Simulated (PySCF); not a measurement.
Species: C₄H₅ClO₂.
Atom-mapped SMILES: `[O:1]=[C:2]1[O:3][CH2:4][C@@H:5]1[CH2:6][Cl:7]` (hydrogens: H8, H9 on C4; H10 on C5; H11, H12 on C6)

All values: CAM-B3LYP/def2-SVPD (PySCF, non-relativistic), on one gas-phase PBE0-D3(BJ)/def2-SVP geometry that isn't relaxed in the solvent. The solvent is an IEF-PCM continuum (van der Waals radii × 1.2), and excitations are vertical TDDFT with non-equilibrium linear response and a frozen core. Only the electrostatic response of the medium enters.

Gas-phase singlets (H = HOMO, L = LUMO):

```
state  E (eV)  λ (nm)      f  leading configurations
   S1   5.890     210  0.002      H→L 64%, H→L+2 17%
   S2   7.323     169  0.002  H-1→L 55%, H-1→L+2 10%
   S3   7.402     168  0.004    H-3→L 28%, H-2→L 14%
   S4   7.932     156  0.063    H-2→L 41%, H-3→L 16%
   S5   8.073     154  0.063    H→L+1 31%, H→L+2 23%
```

**Question.** What are the lowest 5 singlets in benzene (ε = 2.271)?

**Answer.** 
```csv
state,E (eV),λ (nm),f,leading configurations,change by rank (eV)
S1,5.963,208,0.003,"H→L 66%, H→L+2 13%",+0.073
S2,7.324,169,0.002,"H-1→L 56%, H-1→L+2 12%",+0.001
S3,7.426,167,0.007,"H-2→L 26%, H-3→L 14%",+0.024
S4,7.886,157,0.118,"H-3→L 45%, H-2→L 28%",-0.046
S5,8.162,152,0.076,"H→L+1 37%, H→L+2 32%",+0.089
```

**Question.** How does the list change in chloroform (ε = 4.711)?

**Answer.** 
```csv
state,E (eV),λ (nm),f,leading configurations,change by rank (eV)
S1,6.010,206,0.003,"H→L 65%, H→L+2 11%",+0.120
S2,7.330,169,0.003,"H-1→L 55%, H-1→L+2 13%",+0.007
S3,7.445,167,0.008,"H-2→L 27%, H→L 13%",+0.043
S4,7.883,157,0.120,"H-3→L 51%, H-2→L 24%",-0.049
S5,8.212,151,0.080,"H→L+1 41%, H→L+2 30%",+0.139
```

**Question.** The ground-state energy changes by -0.275 eV from gas to chloroform. By how much does the total energy of gas-phase S1 change?

**Answer.** E(S1) = E(S0) + excitation energy, so it changes by -0.275 + 0.120 = -0.155 eV: it is lowered less than the ground state, which is what a blue shift means. This is the vertical state, with the slow part of the continuum still set for S0.

**Question.** How do the frontier levels move from gas to chloroform?

**Answer.** 
| orbital | gas (eV) | solvent (eV) | change (eV) | Löwdin shares, gas | Löwdin shares, solvent |
| --- | --- | --- | --- | --- | --- |
| LUMO+2 | 1.29 | 1.41 | +0.12 | Cl7 26 %, C2 21 %, O1 13 %, O3 9 % | Cl7 29 %, C2 21 %, O1 15 %, O3 10 % |
| LUMO+1 | 1.08 | 1.33 | +0.25 | Cl7 26 %, C4 15 %, C6 11 %, H9 9 % | Cl7 28 %, C4 12 %, C6 11 %, C2 10 % |
| LUMO | 0.52 | 0.69 | +0.17 | Cl7 22 %, C2 20 %, O1 17 %, O3 9 % | C2 25 %, O1 20 %, Cl7 19 %, O3 11 % |
| HOMO | -9.91 | -9.89 | +0.02 | O1 46 %, Cl7 16 %, C5 12 %, O3 12 % | O1 38 %, Cl7 24 %, C5 12 %, O3 11 % |
| HOMO-1 | -10.46 | -10.24 | +0.22 | Cl7 73 %, C6 13 %, H12 4 % | Cl7 72 %, C6 14 %, H12 5 % |
| HOMO-2 | -10.67 | -10.53 | +0.14 | O3 25 %, O1 23 %, Cl7 22 %, C4 8 % | Cl7 36 %, O1 20 %, O3 12 %, C6 8 % |
| HOMO-3 | -10.73 | -10.62 | +0.11 | Cl7 45 %, O3 18 %, O1 16 %, C6 7 % | O3 31 %, Cl7 21 %, O1 21 %, C4 8 % |

The HOMO–LUMO gap goes from 10.44 to 10.58 eV. Rows go by rank; for HOMO-3, HOMO-2 and HOMO-1 the atom shares or the degeneracy differ between the runs, so the row needn't follow one orbital.

On one thread, x86-64 server, on a shared host, this took 43 s of wall time. This is the whole response run at CAM-B3LYP/def2-SVPD in chloroform, SCF included.

Conformer computed: `[O:1]=[C:2]1[O:3][CH2:4][C@@H:5]1[CH2:6][Cl:7]`: C4–C5–C6–Cl7 72°.
